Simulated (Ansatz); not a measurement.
Calculated with Ansatz (gas phase, PBE0-D4/def2-TZVP geometries, no zero-point term in ΔE). CBS: MP2 limit from def2 TZ/QZ plus the TZ coupled-cluster correction, frozen cores. This one scheme is used for every species. Functionals use def2-TZVPP. One conformer a species, not always the lowest.

Consider the ligand exchange at the Al–C bond: `C[CH]([AlH2])[AlH][SiH3]` + PH₃ → `[SiH3][AlH][PH2]` + `C[CH2][AlH2]`.

`C[CH]([AlH2])[AlH][SiH3]`:

Z-matrix (Å, degrees):
```
C
C 1 1.538
H 1 1.094 2 112.6
H 1 1.095 2 113.1 3 -120.9
H 1 1.093 2 111.1 3 119.3
Al 2 1.944 1 115.3 3 -60.6
Al 2 1.950 1 114.0 3 168.0
H 2 1.107 1 112.3 3 55.4
H 6 1.589 2 120.0 1 158.4
H 6 1.591 2 119.6 1 -22.8
Si 7 2.460 2 118.4 1 7.8
H 7 1.593 2 119.3 1 -172.1
H 11 1.493 7 110.7 2 -63.2
H 11 1.493 7 110.8 2 54.7
H 11 1.490 7 113.9 2 175.9
```

PH₃:

```xyz
4

P     0.367   -0.270    0.360
H     0.336    1.141    0.199
H    -1.044   -0.364    0.481
H     0.341   -0.507   -1.040
```

`[SiH3][AlH][PH2]`:

```xyz
9

Si    0.265   -1.486   -0.928
Al    0.605    0.346    0.670
P    -0.522    2.358    0.394
H    -0.630   -1.095   -2.053
H    -0.363   -2.656   -0.245
H     1.553   -1.960   -1.513
H     1.671    0.238    1.844
H    -1.758    1.747    0.057
H    -0.821    2.508    1.774
```

`C[CH2][AlH2]`:

Cartesian coordinates in Å:
```
C -0.437 0.479 1.165
C 0.555 -0.217 0.234
Al 0.034 -0.392 -1.646
H -0.070 0.535 2.194
H -1.398 -0.041 1.192
H -0.645 1.503 0.840
H 0.781 -1.227 0.604
H 1.526 0.296 0.257
H 1.021 -1.096 -2.677
H -1.367 0.159 -2.162
```

Problem. Is it downhill or uphill in electronic energy at CCSD(T)/CBS, and by how much? (Estimate.)

Solution. Computed: Downhill: ΔE = -37.2 kJ/mol.

Problem. What do these levels give: PBE-D4, ωB97M-V, PBE, CCSD/def2-TZVPP, SCS-MP2/def2-QZVPP, CCSD/CBS(def2)? (Best estimate.)

Solution. The calculation gave: PBE-D4 -40.9, ωB97M-V -34.4, PBE -45.6, CCSD/def2-TZVPP -37.2, SCS-MP2/def2-QZVPP -35.6, CCSD/CBS(def2) -39.2 kJ/mol.

Largest T1 diagnostic among the species: 0.014.

In def2-TZVPP, CCSD(T) changes the Hartree–Fock value by +12.8 kJ/mol (the triples alone add +2.0 kJ/mol) and MP2 by +14.1 kJ/mol. The D4 term adds +7.2 kJ/mol with B3LYP and +4.3 kJ/mol with PBE0; it sums over pairs of atoms, weighted by their polarisabilities, and B3LYP, whose exchange is more repulsive, gets the larger term.

B3LYP here is the variant with VWN-RPA as its local correlation; programs differ in this.
